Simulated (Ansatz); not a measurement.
Gas-phase reaction in SMILES: C=CCCCCC [hept-1-ene] → [CH3] (CH3) + [CH2]CCCC=C (the C-C bond at the site shown breaks; other sites are not compared here)
Geometries: B3LYP-D3(BJ)/def2-TZVP minima from Ansatz (a program for electronic structure), one conformer each, not searched for the lowest.

Quantity: bond dissociation energy (electronic energy difference), in kJ/mol. Valence correlation only, unless marked. Open shells are spin-unrestricted. No spin-orbit coupling. No relativistic terms. CBS(X,Y): correlation extrapolated as X^-3; Hartree-Fock from the larger set. The bracket is a focal-point correction in the basis named.

```
level                                                     program  bond dissociation energy (kJ/mol)
-------------------------------------------------  --------------  ---------------------------------
revPBE-D4/def2-TZVPD                               Ansatz + dftd4                              386.4
PBE0-D3(BJ)/def2-TZVPD                             Ansatz + dftd3                              393.6
wB97M-V/def2-TZVPD                                         Ansatz                                  ?
SCS-MP2/6-31G*                                             Ansatz                              406.5
RI-MP2/CBS(cc-pVTZ,cc-pVQZ)+[CCSD(T)-MP2]/cc-pVTZ          Ansatz                                  ?
```

Task: Fill in the missing entries.

Result: 
- wB97M-V/def2-TZVPD, bond dissociation energy (kJ/mol): 405.2
- RI-MP2/CBS(cc-pVTZ,cc-pVQZ)+[CCSD(T)-MP2]/cc-pVTZ, bond dissociation energy (kJ/mol): 404.9
